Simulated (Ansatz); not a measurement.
This singlet lies 0.72 eV below the relaxed triplet at the level frozen-core CCSD(T)/aug-cc-pVTZ // PBE-D3(BJ)/def2-SVPD (Ansatz, a program for electronic structure).

The numbers are results of frozen-core CCSD(T)/aug-cc-pVTZ // PBE-D3(BJ)/def2-SVPD (Ansatz), not measurements. The restricted HF reference is unstable towards unrestricted orbitals.

Ansatz 0.2 input:
```yaml
crystal:
  periodic: [false, false, false]
  atoms:
    - { symbol: B, position_ang: [-0.780283, -0.577316, 0.110484] }
    - { symbol: S, position_ang: [0.674688, 0.551721, -0.104868] }
    - { symbol: H, position_ang: [-1.659158, 0.306784, -0.037735] }
    - { symbol: H, position_ang: [1.764753, -0.281189, 0.032119] }
basis:
  gaussian: { orbitals: aug-cc-pVTZ }
correlation:
  method: ccsd_t
total_charge: -1
```

Output:

```
Functional definition: HF
806 factors; integrals over basis functions are off by at most 1.4e-3 eV
mean field evaluation 1: about -11518.0427 eV, gradient 1.7e1 eV
mean field evaluation 2: about -11518.0454 eV, gradient 1.7e1 eV
mean field evaluation 4: about -11519.5676 eV, gradient 2.4e0 eV
mean field evaluation 8: about -11519.6338 eV, gradient 1.2e-1 eV
mean field evaluation 16: about -11519.3500 eV, gradient 7.7e0 eV
mean field evaluation 32: about -11519.6305 eV, gradient 1.0e0 eV
mean field -11519.63409670 eV, -423.3387447651 hartree, gradient 1.9e-6 eV, S^2 0.000000; 2 other end points of the search recorded, 0 dependent functions left out; unrestricted orbitals would lower it
6 core orbitals not correlated
reference -11519.63409670 eV, -423.3387447651 hartree; 6, 6 occupied and 130, 130 virtual orbitals, 806 factors
second order -8.17639494 eV of doubles, -0.00000000 eV of singles
cycle   1  -8.70251633 eV  change   -5.3e-1 eV  update   7.8e-2
cycle   2  -8.96869555 eV  change   -2.7e-1 eV  update   2.8e-2
cycle   3  -9.02560959 eV  change   -5.7e-2 eV  update   1.5e-2
cycle   4  -9.02213442 eV  change    3.5e-3 eV  update   5.7e-3
cycle   5  -9.02052968 eV  change    1.6e-3 eV  update   2.6e-3
cycle   6  -9.02075566 eV  change   -2.3e-4 eV  update   1.1e-3
cycle   7  -9.02081613 eV  change   -6.0e-5 eV  update   5.3e-4
cycle   8  -9.02088918 eV  change   -7.3e-5 eV  update   2.5e-4
cycle   9  -9.02092733 eV  change   -3.8e-5 eV  update   1.3e-4
cycle  10  -9.02088137 eV  change    4.6e-5 eV  update   5.8e-5
cycle  11  -9.02087603 eV  change    5.3e-6 eV  update   2.9e-5
cycle  12  -9.02088570 eV  change   -9.7e-6 eV  update   1.5e-5
cycle  13  -9.02089157 eV  change   -5.9e-6 eV  update   7.9e-6
perturbative correction -0.45828191 eV, -0.0168415497 hartree
Total energy: -11529.11327018 eV, -423.6870979656 hartree
```

Cost: roughly 8 core-seconds.
